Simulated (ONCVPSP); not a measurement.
**What one change does to a pseudopotential (I, ONCV)**

I, optimised norm-conserving Vanderbilt (ONCV), made with ONCVPSP 4.0.1 (PBEsol, scalar-relativistic). Core [Kr] 4d10, reference 5s2 5p5. Waves: 5s: rc 1.50 bohr, ncon 4, nbas 9, qcut 5.1 1/bohr, 2 projectors, debl 3.4 Ha; 5p: rc 1.70 bohr, ncon 4, nbas 7, qcut 5.4 1/bohr, 2 projectors, debl 3.5 Ha. Local part: polynomial inside 1.50 bohr (lpopt 2, dvloc0 0 Ha). Core correction: Teter function fitted to the true core (icmod 2), fcfact 0.65.

All-electron outer shells of the reference configuration (PBEsol, scalar-relativistic, ld1.x):

```json
{"shell": "4p", "level (eV)": "-127.38", "outermost node (bohr)": "0.37", "outermost maximum (bohr)": "0.72"}
{"shell": "4d", "level (eV)": "-50.21", "outermost node (bohr)": "0.35", "outermost maximum (bohr)": "0.78"}
{"shell": "5s", "level (eV)": "-17.45", "outermost node (bohr)": "0.88", "outermost maximum (bohr)": "1.70"}
{"shell": "5p", "level (eV)": "-7.10", "outermost node (bohr)": "0.96", "outermost maximum (bohr)": "2.02"}
```

Change: s: qcut 5; p: qcut 5.3.

Cutoffs: the cutoffs (Ha) at which the residual kinetic energy of the hardest occupied pseudo-wave falls to 1 and 0.1 mHa per electron; they do not see the model core or the augmentation charge, which bear on the density cutoff. Errors are all-electron minus pseudo energies relative to the spin-unpolarised reference configuration.

Problem. How do hardness, ghosts and transferability respond?

Solution. The potential gets harder (16 Ha and 100 Ha → 20 Ha and 100 Ha); both files keep a bound ghost (p, s); the number of tests with a reliable result goes from 4 to 3; the errors of the 3 common tests hardly move.

```tsv
quantity	base	changed
cutoff, loose	16 Ha	20 Ha
cutoff, tight	100 Ha	100 Ha
loose cutoff by channel	s 16 Ha, p 8.8 Ha	s 20 Ha, p 8.7 Ha
bound ghosts	s, p	s, p
GHOST(+) flags under 300 eV	none	none
tests with a reliable result	4 of 4	3 of 4
error for 5s2 5p4, meV [ΔE 11.15 eV]	-4.6	-4.6
error for 5s2 5p3, meV [ΔE 31.04 eV]	-18	-18
error for 5s2 5p4.5, meV [ΔE 4.54 eV]	-1.5	-1.5
s: phases at 1.53 bohr within 0.05 rad from the reference energy up to (Ha; the scan ends near 5)	to the end of the scan	to the end of the scan
p: phases at 1.73 bohr within 0.05 rad from the reference energy up to (Ha; the scan ends near 5)	to the end of the scan	to the end of the scan
rms error of d²Exc/dni dnj with the model core, mHa	0.41	0.42
```

Base: The cutoffs count occupied waves only; projector 2 of the p channel, the hardest unoccupied one, needs 56 Ha at the loose tolerance. Changed file: The cutoffs count occupied waves only; projector 2 of the p channel, the hardest unoccupied one, needs 56 Ha at the loose tolerance. A true bound ghost makes a file unfit for plane-wave use even where its test errors are small: the radial tests pick states by their node count and pass the ghost by.
